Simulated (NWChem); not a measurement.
Species: C3H3 cation

```xyz
6

C      0.0000     0.0000    -1.3386
C      0.0000     0.0000    -0.1033
C      0.0000     0.0000     1.2447
H      0.0000     0.0000    -2.4259
H      0.0000     0.9468     1.8079
H      0.0000    -0.9468     1.8079
```
Atoms are numbered in this order, from 1.

The geometry was optimised at PBE0/def2-SVP.

Problem. Give the principal values of the shielding tensors (ppm) of C1, C2, C3 from B3LYP/6-31G* (spherical d), GIAO (NWChem), with their diamagnetic and paramagnetic parts as GIAO splits them.

Solution. 
```
atom     σ11     σ22    σ33  isotropic  diamagnetic  paramagnetic
----  ------  ------  -----  ---------  -----------  ------------
C1    -451.8   -40.5   52.9     -146.4        276.7        -423.1
C2      -1.7    32.0  167.9       66.1        239.2        -173.1
C3    -241.1  -103.4  176.9      -55.9        267.2        -323.1
```
